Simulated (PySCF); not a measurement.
# Vertical excitation energies

Compound: C₆H₆S₂.
SMILES with atom numbers: `[CH3:1][C:2](=[S:3])[c:4]1[cH:5][cH:6][cH:7][s:8]1` (hydrogens: H9, H10, H11 on C1; H12 on C5; H13 on C6; H14 on C7)

Method used: PySCF, TDDFT wB97X-D/def2-SVPD, vertical, gas phase, core orbitals frozen in the response. Geometry: GFN2-xTB, one conformer, isolated molecule. Torsions of this conformer, `[CH3:1][C:2](=[S:3])[c:4]1[cH:5][cH:6][cH:7][s:8]1`: C1–C2–C4–C5 180°.

Problem. Predict the UV-vis stick spectrum at this level.

Solution. 

| state | E (eV) | λ (nm) | ν̃ (cm⁻¹) | f | main configurations (H = HOMO, L = LUMO) |
| --- | --- | --- | --- | --- | --- |
| S1 | 2.22 | 558.4 | 17910 | 0.0000 | H→L (95%) |
| S2 | 3.88 | 319.8 | 31270 | 0.354 | H-1→L (96%) |
| S3 | 4.63 | 267.7 | 37360 | 0.036 | H-2→L (97%) |
| S4 | 5.89 | 210.4 | 47520 | 0.0039 | H-4→L (92%) |
| S5 | 5.90 | 210.1 | 47610 | 0.060 | H-3→L (93%) |
| S6 | 6.07 | 204.4 | 48920 | 0.0000 | H→L+1 (82%), H→L+9 (11%) |
| S7 | 6.25 | 198.4 | 50390 | 0.0006 | H-1→L+2 (61%), H-1→L+3 (16%), H-1→L+6 (12%) |
| S8 | 6.29 | 197.2 | 50700 | 0.0063 | H-1→L+1 (92%) |

Triplets (Tamm–Dancoff): T1 1.86 eV, H→L (94%); T2 2.20 eV, H-1→L (94%); T3 3.74 eV, H-2→L (91%).

The lowest singlet comes at 558 nm (214 kJ/mol) in the visible; it is dark (f under 0.0005); its leading configuration is HOMO→LUMO (95%). The strongest level in the table is S2 at 3.88 eV (320 nm, f = 0.354). Löwdin shares by element: HOMO sulfur 76% or more, carbon 15% or more; LUMO carbon 45% or more, sulfur 28% or more (atoms not listed hold the other 27%). Orbital energies (eV): HOMO-3 -10.86, HOMO-2 -9.62, HOMO-1 -8.56, HOMO -8.17, LUMO -1.08, LUMO+1 1.72, LUMO+2 1.76. Of the 8 states listed, 3 reach f = 0.01 and 2 stay under 0.0005. Weighted by f, the mean energy of these states is 4.25 eV. S1 lies in the visible range (380 to 750 nm), at 558 nm, dark in the vertical dipole picture (f under 0.0005); light of that wavelength is green to yellow-green, and its complementary colour is purple to violet; a Tamm–Dancoff triplet lies at 666 nm, without intensity as long as spin–orbit coupling is left out. Only the lowest 8 singlets were computed, as vertical energies without vibronic structure.
